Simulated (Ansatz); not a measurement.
Ansatz (a quantum-chemistry and plane-wave program) input for Sn(H)3(OH) (H4OSn), SMILES [OH][SnH3], B3LYP-D3(BJ)/def2-TZVP. 

Ansatz 0.2 input:
```yaml
crystal:
  periodic: [false, false, false]
  atoms:
    - {symbol: Sn, position_ang: [-0.00152296, -0.26694324, 0.00000000]}
    - {symbol: O, position_ang: [0.10179312, 1.66876867, -0.00000000]}
    - {symbol: H, position_ang: [-0.80967900, -0.75321594, 1.37407931]}
    - {symbol: H, position_ang: [1.59499015, -0.66085893, -0.00000001]}
    - {symbol: H, position_ang: [-0.80967903, -0.75321594, -1.37407930]}
    - {symbol: H, position_ang: [-0.71382924, 2.16430362, 0.00000001]}
basis:
  gaussian:
    orbitals: def2-TZVP
hamiltonian:
  xc: b3lyp
  dispersion: d3bj
relax: {f_tol: 0.002, max_steps: 200}
```

Program output:

```
WARN ansatz: RAYON_NUM_THREADS=1 ignored (pool sized by the plan → 1); use --threads N
Functional definition: B3LYP
integrals: 0.03 GiB planned
759 factors; their error is unknown
mean field: 0.29 GiB planned
mean field evaluation 1: about -7940.1238 eV, gradient 6.2e1 eV
mean field evaluation 2: about -7909.0672 eV, gradient 1.3e2 eV
mean field evaluation 4: about -7946.3439 eV, gradient 3.5e0 eV
mean field evaluation 8: about -7946.3666 eV, gradient 3.8e-2 eV
mean field evaluation 16: about -7946.4286 eV, gradient 3.9e-5 eV
mean field -7946.42859931 eV, -292.0258647417 hartree, gradient 3.9e-5 eV, S^2 0.000000; 0 other end points of the search recorded, 0 dependent functions left out
the calculation of the forces begins
reference -7946.42885017 eV, -292.0258739609 hartree; 17, 17 occupied and 88, 88 virtual orbitals, 759 factors
relax step   1: F+E_penalty+E_count = -7946.57032508 eV  Δ(F+E_penalty+E_count) = +0.000e0 eV  max|allowed force component| = 9.318e-1 eV/Å  Δτ_max = 0.0000 Å  (28 SCF iters, accepted)
these checks for a lower state are left out or cut short: starts, cluster_reference, orbital_swaps, neighbouring_geometries, increment
integrals: 0.03 GiB planned
759 factors; their error is unknown
mean field: 0.29 GiB planned
mean field -7946.50802502 eV, -292.0287835830 hartree, gradient 1.8e-5 eV, S^2 0.000000; 0 other end points of the search recorded, 0 dependent functions left out
the calculation of the forces begins
reference -7946.50827845 eV, -292.0287928964 hartree; 17, 17 occupied and 88, 88 virtual orbitals, 759 factors
relax step   2: F+E_penalty+E_count = -7946.64766346 eV  Δ(F+E_penalty+E_count) = -7.734e-2 eV  max|allowed force component| = 2.844e-1 eV/Å  Δτ_max = 0.0894 Å  (30 SCF iters, accepted)
these checks for a lower state are left out or cut short: starts, cluster_reference, orbital_swaps, neighbouring_geometries, increment
integrals: 0.03 GiB planned
759 factors; their error is unknown
mean field: 0.29 GiB planned
mean field evaluation 32: about -7946.5176 eV, gradient 1.6e-5 eV
mean field -7946.51759358 eV, -292.0291352209 hartree, gradient 1.6e-5 eV, S^2 0.000000; 0 other end points of the search recorded, 0 dependent functions left out
the calculation of the forces begins
reference -7946.51784654 eV, -292.0291445171 hartree; 17, 17 occupied and 88, 88 virtual orbitals, 759 factors
relax step   3: F+E_penalty+E_count = -7946.65774625 eV  Δ(F+E_penalty+E_count) = -1.008e-2 eV  max|allowed force component| = 9.762e-2 eV/Å  Δτ_max = 0.0222 Å  (30 SCF iters, accepted)
these checks for a lower state are left out or cut short: starts, cluster_reference, orbital_swaps, neighbouring_geometries, increment
integrals: 0.03 GiB planned
759 factors; their error is unknown
mean field: 0.29 GiB planned
mean field -7946.51873705 eV, -292.0291772427 hartree, gradient 1.6e-5 eV, S^2 0.000000; 0 other end points of the search recorded, 0 dependent functions left out
the calculation of the forces begins
reference -7946.51898983 eV, -292.0291865321 hartree; 17, 17 occupied and 88, 88 virtual orbitals, 759 factors
relax step   4: F+E_penalty+E_count = -7946.65899284 eV  Δ(F+E_penalty+E_count) = -1.247e-3 eV  max|allowed force component| = 3.864e-2 eV/Å  Δτ_max = 0.0165 Å  (30 SCF iters, accepted)
these checks for a lower state are left out or cut short: starts, cluster_reference, orbital_swaps, neighbouring_geometries, increment
integrals: 0.03 GiB planned
759 factors; their error is unknown
mean field: 0.29 GiB planned
mean field -7946.51878559 eV, -292.0291790267 hartree, gradient 1.6e-5 eV, S^2 0.000000; 0 other end points of the search recorded, 0 dependent functions left out
the calculation of the forces begins
reference -7946.51903834 eV, -292.0291883150 hartree; 17, 17 occupied and 88, 88 virtual orbitals, 759 factors
relax step   5: F+E_penalty+E_count = -7946.65906890 eV  Δ(F+E_penalty+E_count) = -7.605e-5 eV  max|allowed force component| = 4.468e-2 eV/Å  Δτ_max = 0.0086 Å  (30 SCF iters, accepted)
these checks for a lower state are left out or cut short: starts, cluster_reference, orbital_swaps, neighbouring_geometries, increment
integrals: 0.03 GiB planned
759 factors; their error is unknown
mean field: 0.29 GiB planned
mean field -7946.51885779 eV, -292.0291816800 hartree, gradient 1.6e-5 eV, S^2 0.000000; 0 other end points of the search recorded, 0 dependent functions left out
the calculation of the forces begins
reference -7946.51911053 eV, -292.0291909679 hartree; 17, 17 occupied and 88, 88 virtual orbitals, 759 factors
relax step   6: F+E_penalty+E_count = -7946.65913370 eV  Δ(F+E_penalty+E_count) = -6.481e-5 eV  max|allowed force component| = 5.428e-3 eV/Å  Δτ_max = 0.0022 Å  (33 SCF iters, accepted)
these checks for a lower state are left out or cut short: starts, cluster_reference, orbital_swaps, neighbouring_geometries, increment
integrals: 0.03 GiB planned
759 factors; their error is unknown
mean field: 0.29 GiB planned
mean field -7946.51886617 eV, -292.0291819878 hartree, gradient 7.4e-5 eV, S^2 0.000000; 0 other end points of the search recorded, 0 dependent functions left out
the calculation of the forces begins
reference -7946.51911892 eV, -292.0291912763 hartree; 17, 17 occupied and 88, 88 virtual orbitals, 759 factors
relax step   7: F+E_penalty+E_count = -7946.65913679 eV  Δ(F+E_penalty+E_count) = -3.089e-6 eV  max|allowed force component| = 6.363e-4 eV/Å  Δτ_max = 0.0007 Å  (20 SCF iters, accepted)
integrals: 0.03 GiB planned
759 factors; their error is unknown
mean field: 0.29 GiB planned
mean field evaluation 64: about -7946.5189 eV, gradient 7.4e-5 eV
mean field -7946.51886617 eV, -292.0291819878 hartree, gradient 7.4e-5 eV, S^2 0.000000; 1 other end points of the search recorded, 0 dependent functions left out
the calculation of the forces begins
reference -7946.51911892 eV, -292.0291912763 hartree; 17, 17 occupied and 88, 88 virtual orbitals, 759 factors
Total energy: -7946.65938955 eV, -292.0343461266 hartree
Atom 0 at     0.007134    -0.255088     0.000000 Å, force     0.000100     0.000076    -0.000000 eV/Å
Atom 1 at     0.111013     1.727688     0.000000 Å, force    -0.000636     0.000216    -0.000000 eV/Å
Atom 2 at    -0.825575    -0.756071     1.411634 Å, force    -0.000049    -0.000050    -0.000014 eV/Å
Atom 3 at     1.645697    -0.717670    -0.000000 Å, force     0.000011     0.000015    -0.000000 eV/Å
Atom 4 at    -0.825575    -0.756071    -1.411634 Å, force    -0.000049    -0.000050     0.000014 eV/Å
Atom 5 at    -0.750621     2.156049     0.000000 Å, force     0.000624    -0.000208    -0.000000 eV/Å
Dipole moment:    -0.273676    -0.243552     0.000000 e Å
```

The run converged.
